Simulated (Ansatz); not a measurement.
Basis sets compared for the cluster Be₁₀⁺. Total charge 1; doublet. Geometry PBE/def2-SVP. Ansatz on 4 threads of Arm Neoverse V2 on a shared host; times are rough, and most runs start from earlier orbitals.

```
atom   x (Å)   y (Å)   z (Å)
 Be1   1.080   1.433  -0.162
 Be2  -0.448  -1.513  -0.870
 Be3  -1.763   0.043  -0.370
 Be4  -0.647   1.139   1.237
 Be5   1.563  -0.530  -0.723
 Be6   1.130   0.037   1.403
 Be7   0.908  -1.965   0.709
 Be8  -0.035   0.337  -1.770
 Be9  -0.908   1.965  -0.710
Be10  -0.880  -0.945   1.256
```

The structure comes from a short search, and lower isomers may exist.

```csv
level,functions,energy (Eh),HOMO (eV),LUMO (eV),wall time
PBE/def2-SVP,90,-146.6654,-9.03,-8.61,1.9 s
PBE0/def2-SVP,90,-146.7033,-9.48,-7.90,2.9 s
```

(1) Estimate the rows for PBE/def2-TZVP (with forces), PBE0/def2-TZVP.

## Answers

(1) 
```tsv
level	functions	energy (Eh)	HOMO (eV)	LUMO (eV)	wall time
PBE/def2-TZVP (with forces)	190	-146.8183	-9.08	-8.67	4.6 s
PBE0/def2-TZVP	190	-146.8587	-9.59	-7.94	8.5 s
```
